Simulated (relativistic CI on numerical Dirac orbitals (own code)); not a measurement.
Os11+: computed level list

Method of calculation: Dirac-Coulomb-Breit CI, orbitals from a KLI potential per configuration, model QED (radiative potential, 1s self-energy scaled to tabulated hydrogen-like ionisation energies), unscaled Slater integrals (own radial code, finite nucleus).

Configuration list (outside the closed core [Kr] 4d10): 4f¹⁴5s²5p³, 4f¹³5s²5p⁴, 4f¹⁴5s5p⁴, 4f¹⁴5s²5p²5d, 4f¹⁴5s5p³5d, 4f¹⁴5s²5p²5f, 4f¹³5s²5p³5d, 4f¹⁴5s²5p²5g, 4f¹⁴5s²5p²6s, 4f¹⁴5s5p³5f, 4f¹⁴5s²5p²6p, 4f¹³5s²5p³6s, 4f¹⁴5p⁴5d, 4f¹⁴5s5p³5g, 4f¹⁴5s5p²5d², 4f¹⁴5s²5p5d6p, 4f¹³5s²5p³6p, 4f¹⁴5s²5p5d5f, 4f¹⁴5s²5p²6d, 4f¹³5s²5p³5f, 4f¹⁴5p⁵, 4f¹³5p⁶, 4f¹³5p⁵5d, 4f¹⁴5s²5p5d², 4f¹⁴5s²5d³, 4f¹⁴5s5p5d³, 4f¹⁴5s²5d²5f, 4f¹³5s²5p5d³, 4f¹⁴5p³5d², 4f¹³5p⁴5d², 4f¹⁴5p²5d³, 4f¹⁴5p²5d²5f, 4f¹³5p³5d³. Double excitations out of closed p, d and f shells are left out; levels of such configurations are missing from the list, as are those of other unlisted configurations, and high levels can miss mixing partners. Some configurations lack a partner that the ground configuration has and come out too high, among them 4f¹³5s²5p³6s, 4f¹³5s²5p³6p, 4f¹³5s²5p³5f, 4f¹⁴5s²5p²5g, 4f¹⁴5s²5p²6s.

The lowest level is 4f¹⁴5s²5p³ ²P°3/2, with 40 % of that term; Hund's rules for 4f¹⁴5s²5p³ give ⁴S° with J = 3/2, of which the calculation keeps J, while another term leads.

```csv
No.,Configuration,Term,J,E (eV),%,Next component (%),Landé g,jj configuration (%)
1,4f¹⁴5s²5p³,²P°,3/2,0.0000,40,35 ⁴S°,1.444,5p3/2 (96)
2,4f¹⁴5s²5p³,⁴S°,3/2,12.5930,49,47 ²D°,1.409,5p1/2 5p3/2^2 (96)
3,4f¹⁴5s²5p³,²D°,5/2,14.6047,95,3 4f¹³5s²5p⁴ ²D°,1.198,5p1/2 5p3/2^2 (95)
4,4f¹⁴5s²5p³,²P°,1/2,17.6692,97,1 4f¹³5s²5p⁴ ²P°,0.662,5p1/2 5p3/2^2 (97)
5,4f¹³5s²5p⁴,⁴G°,11/2,22.4761,78,22 ²H°,1.232,4f7/2^7 5p3/2^2 (98)
6,4f¹³5s²5p⁴,²G°,9/2,22.6035,48,37 ⁴F°,1.198,4f7/2^7 5p3/2^2 (99)
7,4f¹³5s²5p⁴,²D°,3/2,22.9333,68,15 ²P°,0.912,4f7/2^7 5p3/2^2 (96)
8,4f¹³5s²5p⁴,²F°,7/2,22.9883,41,31 ⁴D°,1.213,4f7/2^7 5p3/2^2 (93)
9,4f¹³5s²5p⁴,²D°,5/2,23.8720,41,32 ⁴D°,1.171,4f7/2^7 5p3/2^2 (93)
10,4f¹³5s²5p⁴,²F°,5/2,25.2190,35,19 ⁴D°,0.998,4f5/2^5 4f7/2^8 5p3/2^2 (99)
11,4f¹³5s²5p⁴,⁴D°,3/2,25.5338,57,22 ²D°,0.978,4f5/2^5 4f7/2^8 5p3/2^2 (97)
12,4f¹³5s²5p⁴,⁴D°,1/2,25.6209,81,18 ²P°,0.118,4f5/2^5 4f7/2^8 5p3/2^2 (96)
13,4f¹³5s²5p⁴,²G°,9/2,25.9717,42,34 ⁴G°,1.087,4f5/2^5 4f7/2^8 5p3/2^2 (98)
14,4f¹³5s²5p⁴,²F°,7/2,26.1609,42,31 ²G°,1.023,4f5/2^5 4f7/2^8 5p3/2^2 (68)
15,4f¹³5s²5p⁴,⁴F°,7/2,26.9839,42,42 ²F°,1.146,4f7/2^7 5p3/2^2 (74)
16,4f¹³5s²5p⁴,²F°,5/2,29.8533,62,26 ⁴F°,0.871,4f5/2^5 4f7/2^8 5p3/2^2 (95)
17,4f¹⁴5s²5p³,²P°,3/2,30.5364,55,27 ²D°,1.277,5p3/2^3 (95)
18,4f¹³5s²5p⁴,⁴D°,7/2,37.4610,51,31 ²G°,1.191,4f7/2^7 5p1/2 5p3/2^3 (98)
19,4f¹³5s²5p⁴,⁴G°,9/2,37.8925,42,40 ⁴F°,1.224,4f7/2^7 5p1/2 5p3/2^3 (99)
20,4f¹³5s²5p⁴,²D°,5/2,38.5029,50,23 ²F°,1.102,4f7/2^7 5p1/2 5p3/2^3 (94)
21,4f¹³5s²5p⁴,²F°,7/2,39.2701,51,37 ²G°,1.065,4f7/2^7 5p1/2 5p3/2^3 (88)
22,4f¹³5s²5p⁴,²G°,9/2,39.4728,74,21 ⁴F°,1.159,4f7/2^7 5p1/2 5p3/2^3 (96)
23,4f¹³5s²5p⁴,⁴G°,5/2,39.8776,42,22 ⁴D°,0.941,4f5/2^5 4f7/2^8 5p1/2 5p3/2^3 (95)
24,4f¹³5s²5p⁴,²H°,11/2,40.4496,78,22 ⁴G°,1.129,4f7/2^7 5p1/2 5p3/2^3 (98)
25,4f¹³5s²5p⁴,⁴G°,7/2,40.5001,45,28 ²F°,1.007,4f5/2^5 4f7/2^8 5p1/2 5p3/2^3 (89)
26,4f¹³5s²5p⁴,²F°,5/2,40.8895,54,35 ²D°,0.966,4f7/2^7 5p1/2 5p3/2^3 (94)
27,4f¹³5s²5p⁴,⁴F°,3/2,40.9261,70,15 ⁴D°,0.576,4f5/2^5 4f7/2^8 5p1/2 5p3/2^3 (99)
28,4f¹³5s²5p⁴,²P°,3/2,42.1679,63,32 ²D°,1.140,4f7/2^7 5p1/2 5p3/2^3 (95)
29,4f¹³5s²5p⁴,²F°,5/2,42.5394,48,29 ²D°,1.017,4f5/2^5 4f7/2^8 5p1/2 5p3/2^3 (93)
30,4f¹³5s²5p⁴,²F°,7/2,42.7146,41,38 ²G°,1.060,4f5/2^5 4f7/2^8 5p1/2 5p3/2^3 (98)
```

Energies count from the lowest computed level; ° marks odd parity. Filled j subshells are mostly left out of the jj labels.

The mean weight of the leading LS term, summed over parents, in these 30 levels is 56 %, and that of the leading jj configuration (from the same eigenvectors) 94 %, so jj coupling describes them better and the LS labels are nominal.

At this charge transitions that keep the count of f electrons are usually good to a few per cent. Levels and lines within the n = 5 or 6 shells can be off by up to 10 % or somewhat more, and those that change n by about 2 %, since core polarisation is missing. Levels that differ in their count of f electrons can be misplaced by several ten thousand cm⁻¹, since the correlation energy of f electrons is missing or only estimated; rates across such gaps can be off by orders of magnitude.

LS names give the leading component of a level, which can be under half, so a name can repeat, a term be missing and a line seem to break the LS rules.
